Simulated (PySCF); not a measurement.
Hf(F)3(OH)(OH2) (F3H3HfO2), SMILES [OH][Hf](<-[OH2])([F])([F])[F], multiplicity 1. Atoms are numbered in the order given.

```xyz
9

Hf    -0.1443    -0.0109     0.0000
F      0.3851     0.8306    -1.6741
F     -0.0469    -1.9367     0.0000
F      0.3851     0.8306     1.6741
O     -2.0359     0.3330     0.0000
H     -2.9675     0.5519     0.0000
O      2.2337    -0.0776     0.0000
H      2.6315     0.3347     0.7817
H      2.6315     0.3347    -0.7817
```
Charge 0, spin multiplicity 1.

Coordinates come from a B3LYP-D3(BJ)/def2-SVP optimisation. The multiplicity is an assumed one; other spin states were not compared. The def2 effective core potentials stand for the cores of Hf; spin–orbit coupling is left out. The values are those of a single conformer.

All values below come from ωB97X/def2-TZVP run with PySCF.

ESP charges are fitted to the potential on shells at 1.4 to 2.0 van der Waals radii. Atomic charges (e):

```csv
atom,ESP fit,Mulliken,Löwdin
Hf1,1.84,1.68,0.74
F2,-0.50,-0.49,?
F3,-0.46,-0.45,?
F4,-0.50,-0.49,?
O5,-1.01,-0.71,?
H6,0.53,0.33,0.17
O7,-0.78,-0.63,?
H8,0.44,0.38,0.20
H9,0.44,0.38,0.20
```

Question: Complete the blanks. (Estimate from the structure and the level; the computed values follow.)

Answer: 
- F2, Löwdin: -0.29
- F3, Löwdin: -0.26
- F4, Löwdin: -0.29
- O5, Löwdin: -0.31
- O7, Löwdin: -0.14
